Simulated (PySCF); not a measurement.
Work out the structure from these simulated measurements.

Formula: C4H14Si4.

| Property | Result |
| --- | --- |
| Triplet | lowest triplet excitation (Tamm–Dancoff): 4.29 eV [TDA wB97X-D/def2-SVPD] |
| Polarisability | 167.4 au [wB97X-D/def2-SVPD] |
| Valence photoelectron | vertical ionisation energy: 8.59 eV [ΔSCF wB97X-D/def2-SVPD] |
| UV, first state | lowest singlet excitation: 4.99 eV (248 nm, f = 0.001) [TDDFT wB97X-D/def2-SVPD] |
| 1H NMR | chemical shifts (computed TMS as zero) by class: 5.97 (1 H), 5.26 (1 H), 5.22 (1 H), 4.46 (1 H), 4.31 (1 H), 4.01 (1 H), 3.85 (1 H), 3.78 (1 H), 3.55 (1 H), 2.02 (1 H), 1.61 (1 H), 0.44 (3 H) ppm [GIAO PBE0/pcSseg-1] |
| Rotational structure | rotational constants A, B, C: 1.249, 0.711, 0.565 GHz [PBE0-D3(BJ)/def2-SVP] |
| UV, strongest line | among the 10 lowest singlet transitions: S7 at 6.42 eV (193 nm, f = 0.159) [TDDFT wB97X-D/def2-SVPD] |
| 13C NMR | chemical shifts (computed TMS as zero) by class: 144.4 (1 C), 121.4 (1 C), 18.8 (1 C), -6.3 (1 C) ppm [GIAO PBE0/pcSseg-1] |
| NMR, other nuclei | isotropic shieldings of nuclei other than C and H, by class: 400 (1 Si), 411 (1 Si), 448 (1 Si), 462 (1 Si) ppm [GIAO PBE0/pcSseg-1] |
| Dipole | 1.43 D [wB97X-D/def2-SVPD] |

The electronic properties come from PySCF, for the isolated species, density fitting. Levels stand in brackets. The structure is a single PBE0-D3(BJ)/def2-SVP conformer in the gas phase; no vibrational or solvent corrections. NMR values are class means; diastereotopic atoms form classes of their own.

Q: Give a SMILES that accounts for the data.

A: Numbering: `[CH2:1]=[CH:2][CH2:3][Si@@H:4]1[SiH2:5][SiH2:6][Si@@H:7]1[CH3:8]`. Its formula, C4H14Si4, gives 2 degrees of unsaturation: 1 ring and 1 π bond in the structure found. 4 carbons fall into 4 classes; from least to most shielded: alkene CH carbon [C2] (144.4 ppm), terminal =CH2 carbon [C1] (121.4 ppm), chain sp3 carbon bound to silicon [C3] (18.8 ppm), Si-methyl carbon [C8] (-6.3 ppm). Hydrogen classes from least to most shielded: 1 H on an alkene CH carbon, C2 (5.97 ppm), 1 H on a terminal =CH2 carbon, C1 (5.26 ppm), 1 H on a terminal =CH2 carbon, C1 (5.22 ppm), 1 H on an SiH silicon, Si4 (4.46 ppm), 1 H on an SiH silicon, Si7 (4.31 ppm), 1 H on an SiH2 silicon, Si6 (4.01 ppm), 1 H on an SiH2 silicon, Si6 (3.85 ppm), 1 H on an SiH2 silicon, Si5 (3.78 ppm), 1 H on an SiH2 silicon, Si5 (3.55 ppm), 1 H on an sp3 carbon bound to silicon, C3 (2.02 ppm), 1 H on an sp3 carbon bound to silicon, C3 (1.61 ppm), 3 H on an Si-methyl carbon, C8 (0.44 ppm). The other shieldings belong to: 400 ppm, SiH silicon [Si4]; 411 ppm, SiH silicon [Si7]; 448 ppm, SiH2 silicon [Si6]; 462 ppm, SiH2 silicon [Si5]. The first electron is taken from the HOMO, whose largest Löwdin shares are 0.21 on an SiH silicon, 0.19 on an SiH silicon, 0.12 on the terminal =CH2 carbon and 0.12 on an SiH2 silicon. The optimised geometry has point group C1 and is an asymmetric top. Structure: `C=CC[Si@@H]1[SiH2][SiH2][Si@@H]1C`. Computed isomers that give other values at the same levels: `CC#C[SiH2][Si@@H](C)[SiH2][SiH3]` (13C chemical shifts (computed TMS as zero) by class: 117.7 (1 C), 77.3 (1 C), 6.2 (1 C), -8.4 (1 C) ppm); `C1CC([SiH]2[SiH2][SiH2][SiH2]2)C1` (13C chemical shifts (computed TMS as zero) by class: 29.6 (2 C), 26.6 (1 C), 19.0 (1 C) ppm). The assignments are read from this structure; whether some other isomer fits the data as well wasn't checked. The mirror image fits equally.

Shape of the structure used: `[CH2:1]=[CH:2][CH2:3][Si@@H:4]1[SiH2:5][SiH2:6][Si@@H:7]1[CH3:8]`: C1–C2–C3–Si4 105°, C2–C3–Si4–Si5 -70°.
